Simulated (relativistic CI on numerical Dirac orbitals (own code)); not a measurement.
**Rh+: calculation against measurement**

Computed by Dirac-Coulomb-Breit CI, orbitals from a KLI potential per configuration, QED by a radiative potential, valence Slater integrals scaled by 0.85, P86 correlation estimate, and configurations built on the next ion tied to the tabulated ionisation energy (semi-empirical) (own radial code, finite nucleus).

Configuration list (outside the closed core [Kr]): 4d8, 4d7 5s, 4d7 5p, 4d7 5d, 4d7 6s, 4d7 4f, 4d7 5f, 4d6 5s2, 4d7 6p, 4d6 5s 5p, 4d7 6d, 4d7 5g, 4d7 6f, 4d7 6g, 4d6 5s 6s, 4d6 5p2. Levels of other configurations are missing.

| Configuration | Term (tabulated) | J | Measured (cm⁻¹) | Computed | Error | Purity (%) |
| --- | --- | --- | --- | --- | --- | --- |
| 4d8 | a 3F | 4 | 0.0 | 0 | 0 | 98 |
| 4d8 | a 3F | 3 | 2401.3 | 2211 | -191 | 99 |
| 4d8 | a 3F | 2 | 3580.7 | 3400 | -181 | 93 |
| 4d8 | a 3P | 1 | 10515.0 | 11685 | 1170 | 95 |
| 4d8 | a 3P | 0 | 10760.8 | 11941 | 1180 | 94 |
| 4d8 | a 1G | 4 | 14855.4 | 15492 | 637 | 97 |
| 4d7 5s | a 5F | 5 | 16884.8 | 22594 | 5709 | 98 |
| 4d7 5s | a 5F | 4 | 18540.4 | 24167 | 5627 | 98 |
| 4d7 5s | a 5F | 3 | 19792.4 | 25357 | 5565 | 98 |
| 4d7 5s | a 5F | 2 | 20646.9 | 26178 | 5531 | 98 |
| 4d7 5s | a 5F | 1 | 21180.0 | 26693 | 5513 | 98 |
| 4d7 5s | b 3F | 4 | 25376.9 | 31730 | 6353 | 93 |
| 4d7 5s | b 3F | 3 | 27439.4 | 33755 | 6315 | 93 |
| 4d7 5s | b 3F | 2 | 28834.6 | 35035 | 6200 | 86 |
| 4d7 5p | z 5F° | 5 | 57020.8 | 60458 | 3437 | 87 |
| 4d7 5p | z 5D° | 4 | 59161.5 | 60022 | 861 | 61 |
| 4d7 5p | z 5F° | 2 | 59698.6 | 62969 | 3271 | 62 |
| 4d7 5p | z 5G° | 6 | 59702.4 | 63240 | 3537 | 97 |
| 4d7 5p | z 5F° | 1 | 60573.2 | 63807 | 3234 | 77 |
| 4d7 5p | z 5G° | 4 | 61173.1 | 64848 | 3674 | 69 |
| 4d7 5p | z 5D° | 2 | 61355.9 | 64546 | 3190 | 62 |
| 4d7 5p | z 5D° | 1 | 61881.1 | 65024 | 3143 | 78 |
| 4d7 5p | z 5G° | 3 | 61939.8 | 65549 | 3610 | 78 |
| 4d7 5p | z 5D° | 0 | 62012.5 | 65169 | 3157 | 94 |
| 4d7 5p | z 3G° | 5 | 62194.4 | 65901 | 3706 | 55 |
| 4d7 5p | z 5G° | 2 | 62288.3 | 65946 | 3657 | 87 |
| 4d7 5p | z 3F° | 4 | 62326.1 | 66233 | 3907 | 80 |
| 4d7 5p | z 3F° | 3 | 63454.9 | 67335 | 3880 | 56 |
| 4d7 5p | z 3G° | 4 | 63959.5 | 67749 | 3790 | 73 |
| 4d7 5p | z 3F° | 2 | 64970.4 | 68761 | 3790 | 72 |
| 4d7 5p | z 3G° | 3 | 65321.2 | 68752 | 3431 | 74 |

Measured levels from NIST Handbook of Basic Atomic Spectroscopic Data (Sansonetti and Martin, J. Phys. Chem. Ref. Data 34, 1559 (2005)); pairs were made by configuration, J and term (by order where the table uses no LS term), so strongly mixed levels may be paired wrongly.

Mean error by configuration (cm⁻¹): 4d8 523; 4d7 5s 5852; 4d7 5p 3369. Over the excited levels the mean absolute error is 3582 cm⁻¹ (30 of the 36 excited levels that our extract of the source holds in range could be paired, and the others can miss by more), and the median relative error of those above 1,000 cm⁻¹ is 6 %. Some levels of the ground configuration have no partner.
